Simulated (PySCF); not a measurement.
# MIn for M along group 15

PBE0 with double-zeta basis sets in PySCF, for the lowest determinant that a PBE0 search found; no spin–orbit coupling. De refers to high-spin ground-configuration atoms. A positive dipole means M(−)In(+).

| M | basis | state (unpaired electrons) | Re (Å) | ωe (cm⁻¹) | De (eV) | μ (D) |
| --- | --- | --- | --- | --- | --- | --- |
| N | x2c-SVPall | triplet (π ↑↑) | 2.209 | 461 | 1.80 | 2.12 |
| P | x2c-SVPall | triplet (π ↑↑) | 2.644 | 260 | 1.95 | 1.84 |
| As | def2-SVP | triplet (π ↑↑) | 2.758 | 180 | 1.82 | 1.85 |
| Sb | def2-SVP | triplet (π ↑↑) | 2.957 | 145 | 1.67 | 1.97 |
| Bi | def2-SVP | triplet (π ↑↑) | 3.026 | 126 | 1.57 | 1.62 |

(1) By what factor does the harmonic wavenumber vary along the series?

The rows differ in basis set, which adds steps of its own.

Down a group the atoms grow and get heavier, so bonds lengthen and wavenumbers fall; this series shows no clear exception.

These are scalar-relativistic numbers at best; spin–orbit coupling would shift them, the dissociation energy most. States were picked by a PBE0 search and need not be the measured ground states.

Results:

(1) At PBE0 it runs from 126 cm⁻¹ (InBi) to 461 cm⁻¹ (InN), a factor of 3.66.
